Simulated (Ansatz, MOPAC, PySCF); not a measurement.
Torsion H3–S1–Sn2–H4 in H2SSn (SMILES [SH][SnH]); at each angle all else is relaxed with GFN2-xTB, and the levels are single points there.
Geometry at 180° (charge 0, multiplicity 1):
```xyz
4

S     -1.1560     0.5376     0.4797
Sn     1.0581     0.6178    -0.4707
H     -1.6247    -0.4633    -0.2638
H      1.5224     1.9913     0.6325
```

On the grid 0° to 330°, 90° is the highest and 180° the lowest point at CCSD(T)/CBS(def2-TZVPP, def2-QZVPP).

Correlated levels freeze the cores. Filled d and f shells under p-block atoms count as core. CBS(a, b) extrapolates the correlation energy as X⁻³ and adds the Hartree–Fock energy of set b. Rows in 3-21G, LANL2DZ, STO-3G carry no dispersion term and start afresh at each structure; the Pople sets are all-electron and without relativity. LANL2DZ brings its own core potentials from Na on. The state that AM1, PM3, PM6, PM7 reach isn't checked; PM7 holds dispersion and hydrogen-bond terms.

Codes used: Ansatz (Gaussian orbitals); MOPAC for AM1, PM3, PM6, PM7 (differences of heats of formation); PySCF for 3-21G rows, LANL2DZ rows, STO-3G rows, the dispersion terms.  In def2 rows elements past Kr take small-core potentials, without spin–orbit coupling.

Other levels give for the energy at 90° less that at 180°: PBE/def2-TZVPP 57.7; B3LYP/def2-TZVPP 55.5; B3LYP-D3(BJ)/def2-TZVPP 55.7; wB97M-V/def2-TZVPP 54.4; CCSD(T)/CBS(def2-TZVPP, def2-QZVPP) 50.7 kJ/mol.

Common cheap choices:

| level | energy at 90° less that at 180° (kJ/mol) |
|---|---|
| AM1 | 53.3 |
| PM3 | 55.4 |
| PM6 | 37.1 |
| PM7 | 33.3 |
| HF/STO-3G | 66.9 |
| HF/3-21G | 46.5 |
| B3LYP/3-21G | 56.8 |
| B3LYP/LANL2DZ | 58.2 |

Ansatz is a quantum-chemistry and plane-wave program.
